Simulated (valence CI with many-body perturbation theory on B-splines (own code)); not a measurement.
**Pr¹⁷⁺: key properties**

Level of theory: relativistic CI+MBPT: six valence electrons over a frozen Dirac-Fock core [Kr], radial functions for each j: 7 s, 7 p, 8 d, 6 f, 4 g, 1 h, with the one-electron correlation potential Σ1, the two-electron term Σ2, the three-electron term Σ3, Breit, model QED; selected CI, second order for the rest, scaled by the run's own slope (own B-spline code, finite nucleus).

No measured levels were compared; by estimate terms of the open shell hold to 2 to 4 % of their energy, and close levels can change places. Core correlation moves these levels by up to 10000 cm⁻¹, and in measured spectra 5 to 20 % of such shifts remained as error; rates that hang on mixing are uncertain with them. Among the levels kept, up to 1100 cm⁻¹ of a level comes from second order outside the variational space, and about a tenth of that is noise between levels of different J, which matters for small intervals. Only levels of the ground parity were solved; by the run's estimate the other parity begins above the list, which can be wrong where configurations are misplaced.

Levels are named by their leading jj configuration (3d3/2^4 stands for four electrons in 3d with j = 3/2), which in mixed levels can hold well under half, so a name can repeat and another be missing.

Rates and lifetimes use the calculated energies. Strong lines usually hold to 10 to 20 %, long lifetimes can be off by a factor of two.

Question: What is the ground level?

Answer: (4d3/2^4 4d5/2^2) J=4, composition 71 % 4d6 5D + 22 % 4d6 3F + 3 % 4d6 1G, g = 1.412.

Question: How well does LS coupling describe the low levels?

Answer: Among the lowest 20 levels the leading LS term, summed over configurations, holds 58 % on average. For single configurations the figures are 57 % in LS and 68 % in jj coupling. Terms mix most in the J = 4 level at 4.712 eV, where the leading one holds 26 %.

Question: Name the longest-lived excited levels whose lifetime is computed, and their main decay.

Answer: (4d3/2^4 4d5/2^2) J=2 at 1.732 eV lives 1060 s, mostly by E2 to (4d3/2^4 4d5/2^2) J=4; (4d3/2^4 4d5/2^2) J=0 at 3.539 eV lives 273 s, mostly by E2 to (4d3/2^4 4d5/2^2) J=2. The lifetime of (4d3/2^3 4d5/2^3) J=6 is too uncertain to give, and may be longer.

Question: What is the ionisation energy?

Answer: 479.5 eV; NIST lists 478 ± 3 eV (theoretical).
